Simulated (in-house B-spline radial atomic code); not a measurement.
Mg²⁺. Computed with a B-spline radial atomic code. Model: non-relativistic spherical atom: semilocal Troullier-Martins pseudo-atom, one channel per l, against all electrons, high spin, G0W0 and RPA with empty states to l = 8, local potential for every l without a channel, a model core (radius 0 = none) keeps its share of the functional.

What the tables leave out is listed at the end.

The pseudopotential gives back the lowest level of each angular momentum of its own functional in the configuration it was made in; a second state of the same l is only approximately right. Exact exchange, RPA and GW see the smooth pseudo-orbitals and miss the exchange with the core, for which the functional's share stands in. The column with an uncorrelated core keeps all orbitals and exact exchange, and so separates missing core correlation from pseudisation. Only the three outermost levels and the lowest empty one were computed. RPA here is direct RPA, with no exchange kernel, and its energies carry an (l + 1/2)⁻⁴ tail. A hybrid on a potential with a model core restores only its own semilocal share of the core's exchange.

Command:
```bash
python run_psgw.py task.json out
```
Settings (lengths in bohr, energies in hartree):
```
Z                      12
electrons              10
configuration          [He] 2s2 2p6
generated_in           [He] 2s2 2p6
functional             pbe,pbe
core_shells            2
radius_factor          1.3
core_correction        True
```

Cost of the run: 11 s on 1 thread of Arm Neoverse N1, with other jobs on the host.

Given: made with PBE; model core radius 0.201 bohr; local radius 1.207 bohr; mean-field start PBE.

Valence shells of the generating configuration: 2p.

Channel: s 2.78, p 0.929 (radii in bohr).

Computed: largest level miss in the spin-unpolarised generating configuration 0 eV; valence RPA correlation energy pseudo -0.42568 hartree; all-electron RPA polarisability, core included 0.48562 bohr³; pseudo-atom RPA polarisability 0.55928 bohr³.

```tsv
level	occupied	mean-field all-electron (eV)	mean-field pseudo minus all (eV)	G0W0 all-electron (eV)	G0W0 uncorrelated core minus all (eV)	G0W0 pseudo minus all (eV)	exchange self-energy all-electron (eV)	exchange self-energy pseudo (eV)
2p	1	-66.718	0	-79.734	-0.787	3.152	-52.809	-42.97
3s (empty)	0	-18.269	0	-14.744	-0.039	-0.592	-2.1301	-1.6616
```

**Question.** What is the valence RPA correlation energy all-electron orbitals?

**Answer.** -0.33348 hartree.

Given: mean-field start PBE0.

Computed: valence RPA correlation energy all-electron orbitals -0.32056 hartree; all-electron RPA polarisability, core included 0.44714 bohr³; pseudo-atom RPA polarisability 0.53956 bohr³.

```json
{"level": "2p", "occupied": "1", "mean-field all-electron (eV)": "-70.784", "mean-field pseudo minus all (eV)": "1.626", "G0W0 all-electron (eV)": "-80.039", "G0W0 uncorrelated core minus all (eV)": "-0.751", "G0W0 pseudo minus all (eV)": "3.698", "exchange self-energy all-electron (eV)": "-52.872", "exchange self-energy pseudo (eV)": "-42.798"}
{"level": "3s (empty)", "occupied": "0", "mean-field all-electron (eV)": "-17.285", "mean-field pseudo minus all (eV)": "-0.185", "G0W0 all-electron (eV)": "-14.861", "G0W0 uncorrelated core minus all (eV)": "-0.031", "G0W0 pseudo minus all (eV)": "-0.501", "exchange self-energy all-electron (eV)": "-1.8854", "exchange self-energy pseudo (eV)": "-1.5714"}
```

**Question.** What is the valence RPA correlation energy pseudo?

**Answer.** -0.41346 hartree.

Among the listed levels the largest G0W0 shift of the pseudo-atom is +3.70 eV, for 2p on the PBE0 start, while leaving the core uncorrelated moves that level by -0.75 eV. So pseudisation and the lost core exchange, not the missing core correlation, make the error. Not in the tables (levels of low weight, unsolved or above zero; the highest and the empty levels are kept at any weight): no Hartree-Fock pseudo-atom is run with a model core.
